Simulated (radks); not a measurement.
Neutral rubidium, configuration [Kr] 5s1. Method: Dirac Kohn-Sham, BLYP, spin-unpolarised, spherical densities, point nucleus; computed with a radial shooting solver on a logarithmic mesh with Libxc functionals.

Normalised radial functions P(r) = r R(r) (large component), r in bohr:

```
   r/bohr * 3d5/2, o 4p1/2 (the largest magnitude, 1.33, reaches the edge; | marks zero, & curves that meet)
 0.003345                             &
 0.005235                             &
 0.008194                             &
  0.01282                             *o
  0.02023                             *o
  0.03167                             * o
  0.04957                             |*  o
  0.07821                             |   *o
   0.1224                             |   o    *
   0.1916                            o|                *
   0.2999                      o      |                         *
   0.4731                      o      |                          *
   0.7405                             |    o            *
    1.159                             |      *        o
    1.829                             |*             o
    2.862                             *      o
     4.48                             *o
    7.012                             &
    11.06                             &
    17.32                             &
```

3d5/2: eigenvalue -103.07 eV, 0 radial nodes, <r> = 0.527 bohr, 90 % of the charge inside 0.859 bohr. 4p1/2: eigenvalue -16.303 eV, 2 radial nodes at r = 0.184, 0.632 bohr, <r> = 1.70 bohr, 90 % of the charge inside 2.59 bohr.
